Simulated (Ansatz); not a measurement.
A run on `[SH][Hf]([SH])([Cl])[Cl]` with other settings.

```yaml
crystal:
  periodic: [false, false, false]
  atoms:
    - {symbol: S, position_ang: [0.184298, 2.307719, 1.815362]}
    - {symbol: Hf, position_ang: [0.216087, 0.272098, -0.408182]}
    - {symbol: S, position_ang: [0.522106, -2.388317, 0.992557]}
    - {symbol: Cl, position_ang: [2.498021, 0.781086, -2.136756]}
    - {symbol: Cl, position_ang: [-2.296430, 0.280863, -1.882380]}
    - {symbol: H, position_ang: [-1.446489, 1.965602, 2.081335]}
    - {symbol: H, position_ang: [0.322407, -3.219039, -0.461935]}
basis:
  gaussian: {orbitals: def2-TZVPP}
total_charge: -1
magnetization: {spin_polarized: true, initial_magnetization: 1}
hamiltonian: {xc: {name: BLYP}, dispersion: d4, pseudopotentials: {relativity: none}}
output: {forces: true}
```

```sh
$ ansatz run in.yaml --threads 4 --pin off --events-out ev --progress --plain --max-ram 10444MiB
```

Output, abridged:

```
Functional definition: BLYP
1632 factors; their error is unknown
mean field evaluation 1: about -48049.1776 eV, gradient 3.1e1 eV
mean field evaluation 2: about -47531.3268 eV, gradient 2.5e2 eV
mean field evaluation 4: about -47860.9985 eV, gradient 1.8e2 eV
mean field evaluation 8: about -48059.8828 eV, gradient 1.4e-1 eV
mean field evaluation 16: about -48059.8652 eV, gradient 4.7e-3 eV
mean field evaluation 32: about -48059.8652 eV, gradient 2.6e-9 eV
mean field -48059.91327128 eV, -1766.1692365405 hartree, gradient 2.9e-6 eV, S^2 0.756799; 20 other end points of the search recorded, 0 dependent functions left out
reference -48059.91371759 eV, -1766.1692529421 hartree; 41, 40 occupied and 211, 212 virtual orbitals, 1632 factors
Total energy: -48060.36307224 eV, -1766.1857664206 hartree
Atom 0 at     0.184298     2.307719     1.815362 Å, force    -3.340634    -1.987412    -1.064308 eV/Å
Atom 1 at     0.216087     0.272098    -0.408182 Å, force     0.028317    -0.154876     0.084045 eV/Å
Atom 2 at     0.522106    -2.388317     0.992557 Å, force    -0.522724     0.217667    -3.889517 eV/Å
Atom 3 at     2.498021     0.781086    -2.136756 Å, force    -1.653982    -0.446562     1.300406 eV/Å
Atom 4 at    -2.296430     0.280863    -1.882380 Å, force     1.865164     0.096171     1.125570 eV/Å
Atom 5 at    -1.446489     1.965602     2.081335 Å, force     3.254145     0.636521    -0.445317 eV/Å
Atom 6 at     0.322407    -3.219039    -0.461935 Å, force     0.369714     1.638491     2.889121 eV/Å
Dipole moment:    -0.068613    -0.058766     0.036904 e Å
```

Run time 62 s (4 threads of an Arm Neoverse V2 on a shared host); peak host memory 0.9 GiB.
